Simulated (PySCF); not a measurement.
ZrBr4, SMILES [Zr]([Br])([Br])([Br])[Br], multiplicity 1. Heavy atoms are numbered as in [Zr:1]([Br:2])([Br:3])([Br:4])[Br:5].

Coordinates come from a r2SCAN-D4/def2-SVP optimisation. The spin state was assumed, not searched. The isomer is the one that the SMILES or the coordinates give; other isomers of the formula were not compared. The def2 effective core potentials stand for the cores of Zr; spin–orbit coupling is left out.

Computed with ωB97X/def2-TZVP (PySCF).

ESP charges are fitted to the potential on shells at 1.4 to 2.0 van der Waals radii. Atomic charges (e), one atom of each kind:

```csv
atom,Mulliken,ESP fit,Löwdin
Zr1,1.20,0.39,[?]
Br2,-0.30,-0.10,[?]
```

### Question
Complete the blanks. (Estimate from the structure and the level; the computed values follow.)

### Answer

- Zr1, Löwdin: -0.66
- Br2, Löwdin: 0.17
